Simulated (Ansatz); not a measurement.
```yaml
crystal:
  periodic: [false, false, false]
  atoms:
    - {symbol: O, position_ang: [-1.432218, -0.368880, -0.467415]}
    - {symbol: Sb, position_ang: [0.169421, 0.250183, -0.681434]}
    - {symbol: O, position_ang: [1.143252, 0.152357, 1.068976]}
    - {symbol: H, position_ang: [-1.527129, -0.985650, -0.732793]}
    - {symbol: H, position_ang: [0.041104, 1.747997, -0.421648]}
    - {symbol: H, position_ang: [1.607377, -0.649020, 0.967588]}
basis:
  gaussian: {orbitals: x2c-TZVPPall, fitting: {mean_field: def2-universal-jkfit}}
hamiltonian: {xc: {name: revPBE}, dispersion: d3bjatm}
accuracy: high
relax: {f_tol: 0.001, max_steps: 3}
```

```sh
$ ansatz run in.yaml --threads 2 --pin off --events-out ev --progress --plain --max-ram 4352MiB
```

Problem. How does Ansatz answer? (An estimate is asked.)

Solution. The calculation gave: No converged result was reached.
```
Functional definition: revPBE
426 factors; integrals over basis functions are off by at most 7.0e2 eV
mean field evaluation 1: about -184871.0544 eV, gradient 9.9e1 eV
mean field evaluation 2: about -184771.0395 eV, gradient 2.2e2 eV
mean field evaluation 4: about -184884.5131 eV, gradient 3.4e1 eV
mean field evaluation 8: about -184886.3648 eV, gradient 1.8e-1 eV
mean field evaluation 16: about -184886.3646 eV, gradient 2.6e-5 eV
mean field -184886.36463250 eV, -6794.4485797655 hartree, gradient 1.7e-8 eV, S^2 0.000000; 0 other end points of the search recorded, 0 dependent functions left out
reference -184886.36463618 eV, -6794.4485799008 hartree; 35, 35 occupied and 129, 129 virtual orbitals, 426 factors
relax step   1: F+E_penalty+E_count = -184886.60088573 eV  Δ(F+E_penalty+E_count) = +0.000e0 eV  max|allowed force component| = 4.012e1 eV/Å  Δτ_max = 0.0000 Å  (32 SCF iters, accepted)
426 factors; integrals over basis functions are off by at most 7.0e2 eV
mean field -184892.02958603 eV, -6794.6567629679 hartree, gradient 1.3e-8 eV, S^2 0.000000; 0 other end points of the search recorded, 0 dependent functions left out
reference -184892.02958986 eV, -6794.6567631084 hartree; 35, 35 occupied and 129, 129 virtual orbitals, 426 factors
relax step   2: F+E_penalty+E_count = -184892.26317577 eV  Δ(F+E_penalty+E_count) = -5.662e0 eV  max|allowed force component| = 4.743e0 eV/Å  Δτ_max = 0.1947 Å  (43 SCF iters, accepted)
426 factors; integrals over basis functions are off by at most 7.0e2 eV
mean field -184892.47769337 eV, -6794.6732306086 hartree, gradient 3.0e-8 eV, S^2 0.000000; 0 other end points of the search recorded, 0 dependent functions left out
reference -184892.47769733 eV, -6794.6732307541 hartree; 35, 35 occupied and 129, 129 virtual orbitals, 426 factors
relax step   3: F+E_penalty+E_count = -184892.70428830 eV  Δ(F+E_penalty+E_count) = -4.411e-1 eV  max|allowed force component| = 6.545e-1 eV/Å  Δτ_max = 0.1900 Å  (42 SCF iters, accepted)
Error: geometry relaxation did not converge after 3 steps: max|allowed force component| = 6.55e-1 eV/Å (threshold 1.0e-3). Raise `relax.max_steps` over both its present limit and 3, loosen `relax.f_tol`, or start from a geometry closer to equilibrium. Where this run's directory can be resumed (`checkpoint.write`), a resume goes on for up to `relax.max_steps` more
```
